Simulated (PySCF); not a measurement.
Computed shifts of a molecule CH₅Cl₂NSi, PySCF with PBE/pcSseg-1, GIAO, gas phase, equivalent atoms averaged, in ppm (number of nuclei): ¹³C: 8.3 (1). ²⁹Si: 21.8 (1). ¹⁵N: 55.0 (1). ¹H: 1.54 (1), 1.29 (1), 0.84 (3). References: ¹³C against TMS (σ = 182.0 ppm); ²⁹Si against TMS (σ = 335.4 ppm); ¹⁵N against NH3 (σ = 267.0 ppm); ³⁵Cl against HCl (σ = 936.5 ppm); ¹H against TMS (σ = 31.49 ppm), references at their B3LYP-D3(BJ)/def2-TZVP geometries, non-relativistic (without spin–orbit terms, shifts of atoms bonded to Cl or Br come out too high). Geometry optimised at PBE0-D3(BJ)/def2-SVP. The values are those of a single conformer.

**Question.** Pick the molecule that these values belong to.
(A) C[Si](N)(Cl)Cl
(B) CN[SiH](Cl)Cl
(C) NC[SiH](Cl)Cl

**Answer.** A, C[Si](N)(Cl)Cl
